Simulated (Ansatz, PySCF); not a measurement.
The pair A = H5NSi (SMILES N[SiH3]) (first 7 atoms), B = CH4 (SMILES C); geometry from B3LYP-D3(BJ)/def2-TZVP.
(charge 0, multiplicity 1):
```xyz
12

N      0.90593    -0.37906     0.20636
Si    -0.65188     0.32618    -0.00570
H      1.67971    -0.06615    -0.35851
H      1.21719    -0.64689     1.12680
H     -0.84033     1.67411     0.59908
H     -0.88568     0.45439    -1.46269
H     -1.66177    -0.56853     0.60476
C      0.20739    -0.09874     3.73408
H      1.25756    -0.38956     3.75004
H      0.09898     0.85273     3.21562
H     -0.37925    -0.86269     3.22507
H     -0.15072     0.00415     4.75729
```

Rows in 6-31G* carry no dispersion term and start afresh at each structure (6-31G* with six Cartesian d functions).

The values were computed with Ansatz (a program for electronic structure) with Gaussian orbitals; PySCF for 6-31G* rows. Values without a source in brackets are computed.

Total energies (hartree), monomers frozen at their geometry in the pair:

| structure | HF/6-31G* | HF/aug-cc-pV(D+d)Z | PBE/def2-TZVPPD |
|---|---|---|---|
| AB | -386.4781301 | -386.5233515 | -387.5373494 |
| A in the pair's basis | -346.2840532 | -346.3245982 | -347.0724293 |
| B in the pair's basis | -40.1952086 | -40.1998882 | -40.4643433 |
| A | -346.2836871 | -346.3242211 | -347.0723692 |
| B | -40.1950758 | -40.1996248 | -40.4643067 |

### Question
Work out the interaction energy without and with the counterpoise correction, and the superposition error, for each level.

### Answer

E(AB) − E(A) − E(B), times 627.509 kcal/mol, with the monomers in their own basis and then in the pair's basis:
- HF/6-31G*: 0.40 uncorrected, 0.71 corrected; the monomers gain 0.31 kcal/mol from borrowed functions
- HF/aug-cc-pV(D+d)Z: 0.31 uncorrected, 0.71 corrected; the monomers gain 0.40 kcal/mol from borrowed functions
- PBE/def2-TZVPPD: -0.42 uncorrected, -0.36 corrected; the monomers gain 0.06 kcal/mol from borrowed functions
